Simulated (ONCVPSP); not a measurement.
Ho (Z = 67): variants of one ONCV potential

Base potential:

| Quantity | Value |
| --- | --- |
| Element | holmium (Ho) |
| Generator | ONCVPSP 4.0.1 |
| Type | optimised norm-conserving Vanderbilt (ONCV) |
| Functional | PBE |
| Relativity | scalar-relativistic |
| Frozen core | [Kr] 4d10 |
| Valence charge | 21 |
| Reference configuration | 4f11 5s2 5p6 5d1 6s1 |
| Partial waves | 5s+6s: rc 1.80 bohr, ncon 4, nbas 8, qcut 7.5 1/bohr, 2 projectors; 5p: rc 1.95 bohr, ncon 4, nbas 8, qcut 7 1/bohr, 2 projectors, debl 3.8 Ha; 5d: rc 2.85 bohr, ncon 4, nbas 7, qcut 3.2 1/bohr, 2 projectors, debl 3.2 Ha; 4f: rc 1.40 bohr, ncon 3, nbas 7, qcut 13.2 1/bohr, 2 projectors, debl 0.9 Ha |
| Local potential | polynomial inside 1.10 bohr (lpopt 5, dvloc0 3 Ha) |
| Core correction | none |

Cutoffs, loose and tight: the cutoffs (Ha) at which the residual kinetic energy of the hardest occupied pseudo-wave falls to 1 and 0.1 mHa per electron. They do not see the model core or the augmentation charge, which bear on the density cutoff. Test errors are all-electron minus pseudo excitation energies from the reference, over the configurations 4f11 5s2 5p6 5d0 6s2; 4f11 5s2 5p6 5d0 6s1; 4f11 5s2 5p6 5d0 6s0; 4f11 5s2 5p5 5d0 6s2. A dash means not determined; rows that change the core or the reference have their own tests.

A true bound ghost makes a file unfit for plane-wave use even where its test errors are small: the radial tests pick states by their node count and pass the ghost by.

| change | outcome | cutoff, loose | cutoff, tight | bound ghosts | GHOST(+) flags above zero | largest test error (meV) |
| --- | --- | --- | --- | --- | --- | --- |
| base | generated | 72 Ha | 81 Ha | none | s, p, d | 4 of 4 tests not solved or not reliable |
| local potential polynomial inside 1.10 bohr (lpopt 5, dvloc0 -2.5 Ha) | generated | 72 Ha | 81 Ha | s | p, d | 4 of 4 tests not solved or not reliable |
| local potential polynomial inside 1.10 bohr (lpopt 5, dvloc0 -1 Ha) | generated | 72 Ha | 81 Ha | s | p, d | 4 of 4 tests not solved or not reliable |
| local potential polynomial inside 1.10 bohr (lpopt 5, dvloc0 0 Ha) | generated | 72 Ha | 81 Ha | s | p, d | 4 of 4 tests not solved or not reliable |
| local potential polynomial inside 1.10 bohr (lpopt 5, dvloc0 2 Ha) | generated | 72 Ha | 81 Ha | none | s, d | 4 of 4 tests not solved or not reliable |
| local potential polynomial inside 1.10 bohr (lpopt 5, dvloc0 4.5 Ha) | generated | 72 Ha | 81 Ha | none | s, p, d | 4 of 4 tests not solved or not reliable |
| local potential polynomial inside 1.10 bohr (lpopt 5, dvloc0 5 Ha) | generated | 72 Ha | 81 Ha | none | s, p, d | 4 of 4 tests not solved or not reliable |
| local potential polynomial inside 1.10 bohr (lpopt 5, dvloc0 7 Ha) | generated | 72 Ha | 81 Ha | none | s, d | 4 of 4 tests not solved or not reliable |
| local potential polynomial inside 1.10 bohr (lpopt 5, dvloc0 8 Ha) | generated | 72 Ha | 81 Ha | none | s | 4 of 4 tests not solved or not reliable |
| local potential polynomial inside 1.10 bohr (lpopt 5, dvloc0 9 Ha) | generated | 72 Ha | 81 Ha | none | s | 4 of 4 tests not solved or not reliable |

Reading the sweep of the dvloc0 (base included, trends over the rows without a ghost): The loose cutoff stays near 72 Ha. Bound ghosts are found at -2.5, -1, 0 Ha.
